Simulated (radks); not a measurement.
Question: Species: Ce XXXI. Configuration: [Ar] 3d10 (the NIST ground configuration). Calculated with a radial shooting solver on a logarithmic mesh with Libxc functionals: Dirac Kohn-Sham, PBE, spin-unpolarised, spherical densities, point nucleus. Some entries of the table are withheld. Estimate them.

orbital  occ.  eigenvalue (hartree)  <r> (bohr)
1s1/2       2             -1518.800     0.02457
2s1/2       2             -275.5959         (1)
2p1/2       2             -262.6167     0.08771
2p3/2       4             -246.1110     0.09387
3s1/2       2             -87.45102      0.2732
3p1/2       2             -81.99334         (2)
3p3/2       4             -78.60548         (3)
3d3/2       4             -69.22401      0.2433
3d5/2       6             -68.47944      0.2468
4s1/2       0             -41.44018         (4)
4p1/2       0             -39.23221      0.5548
4p3/2       0             -38.16477      0.5706

Answer: 
(1) 2s1/2 <r> (bohr): 0.1045
(2) 3p1/2 <r> (bohr): 0.2623
(3) 3p3/2 <r> (bohr): 0.2735
(4) 4s1/2 <r> (bohr): 0.5545
